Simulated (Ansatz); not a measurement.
A CCSD(T) single point on C4H8F2O (`FCCCOCF`).

```yaml
crystal:
  periodic: [false, false, false]
  atoms:
    - {symbol: F, position_ang: [-2.078797, 0.012639, -1.445104]}
    - {symbol: C, position_ang: [-1.837778, 0.728547, -0.280718]}
    - {symbol: C, position_ang: [-1.182759, -0.161930, 0.744379]}
    - {symbol: C, position_ang: [0.167787, -0.677921, 0.308394]}
    - {symbol: O, position_ang: [1.044547, 0.430342, 0.163390]}
    - {symbol: C, position_ang: [2.231391, 0.134230, -0.437513]}
    - {symbol: F, position_ang: [3.038169, -0.623159, 0.392468]}
    - {symbol: H, position_ang: [-1.194046, 1.572688, -0.540012]}
    - {symbol: H, position_ang: [-2.798868, 1.104638, 0.080387]}
    - {symbol: H, position_ang: [-1.835183, -1.014045, 0.956523]}
    - {symbol: H, position_ang: [-1.072027, 0.403472, 1.675287]}
    - {symbol: H, position_ang: [0.085006, -1.205927, -0.650499]}
    - {symbol: H, position_ang: [0.569353, -1.375141, 1.049977]}
    - {symbol: H, position_ang: [2.748129, 1.075418, -0.633081]}
    - {symbol: H, position_ang: [2.093276, -0.454447, -1.354479]}
basis:
  gaussian: {orbitals: def2-SVP}
correlation: {method: ccsd_t}
```

```sh
$ ansatz run in.yaml --threads 4 --pin off --events-out ev --progress --plain --max-ram 11315MiB
```

Output of Ansatz, abridged:

```
Functional definition: HF
1382 factors; integrals over basis functions are off by at most 1.3e-3 eV
mean field evaluation 1: about -11684.3159 eV, gradient 3.8e1 eV
mean field evaluation 2: about -11684.5056 eV, gradient 3.8e1 eV
mean field evaluation 4: about -11687.9097 eV, gradient 4.4e0 eV
mean field evaluation 8: about -11687.9633 eV, gradient 2.0e-1 eV
mean field -11687.96347313 eV, -429.5247352512 hartree, gradient 2.0e-6 eV, S^2 0.000000; 0 other end points of the search recorded, 0 dependent functions left out
7 core orbitals not correlated: weight in the atoms' cores, before any rotation towards them, 1.000 or more for the frozen orbitals, at most 0.000 for the correlated occupied ones
reference -11687.96347313 eV, -429.5247352512 hartree; 22, 22 occupied and 109, 109 virtual orbitals, 1382 factors
second order -30.10459499 eV of doubles, -0.00000000 eV of singles
cycle   1  -30.87929479 eV  change   -7.7e-1 eV  update   1.1e-1
cycle   2  -31.57336693 eV  change   -6.9e-1 eV  update   3.1e-2
cycle   3  -31.73950407 eV  change   -1.7e-1 eV  update   1.5e-2
cycle   4  -31.73446088 eV  change    5.0e-3 eV  update   3.0e-3
cycle   5  -31.73431245 eV  change    1.5e-4 eV  update   1.2e-3
cycle   6  -31.73482100 eV  change   -5.1e-4 eV  update   3.8e-4
cycle   7  -31.73457370 eV  change    2.5e-4 eV  update   1.3e-4
cycle   8  -31.73448184 eV  change    9.2e-5 eV  update   4.5e-5
cycle   9  -31.73449364 eV  change   -1.2e-5 eV  update   1.5e-5
perturbative correction -0.75832103 eV, -0.0278677840 hartree
Total energy: -11720.45628780 eV, -430.7188241661 hartree
```

It took 26 s on 4 threads of an Arm Neoverse V2 on a shared host, with 1.2 GiB of host memory at the peak.

The correlation energy is -32.493 eV, 2.3 % of it from (T); the T1 diagnostic reads 0.0103.
